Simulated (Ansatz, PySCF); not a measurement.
Molecule: C2HO (charge 0, doublet). It need not be the lowest isomer of its formula. 
Structure (B3LYP-D3(BJ)/def2-TZVP (Ansatz, an electronic-structure program) minimum search):
SMILES: C#C[O]
```xyz
4

C      1.2163    -0.0661    -0.3300
C     -0.0160    -0.0137     0.0400
O     -1.1687     0.1087     0.2066
H      2.1478    -0.3907     0.0874
```
Charge 0, spin multiplicity 2.

Dipole moments at this geometry, in debye (magnitudes).

| level | program | dipole (D) |
|---|---|---|
| HF/def2-TZVPD | PySCF | 1.87 |
| M06-L/def2-TZVPD | PySCF | 1.54 |
| r2SCAN/def2-TZVPD | Ansatz | 1.61 |
| BHLYP/def2-TZVPD | Ansatz | ? |
| TPSSh/def2-TZVPD | PySCF | 1.63 |
| r2SCANh/def2-TZVPD | Ansatz | 1.65 |
| r2SCAN0/def2-TZVPD | Ansatz | 1.71 |
| MN15/def2-TZVPD | PySCF | 1.71 |
| HSE06/def2-TZVPD | Ansatz | 1.68 |
| CCSD(T)/aug-cc-pVDZ | Ansatz | ? |

Task: Fill in the missing entries.

Result: 
- BHLYP/def2-TZVPD, dipole (D): 1.82
- CCSD(T)/aug-cc-pVDZ, dipole (D): 1.62
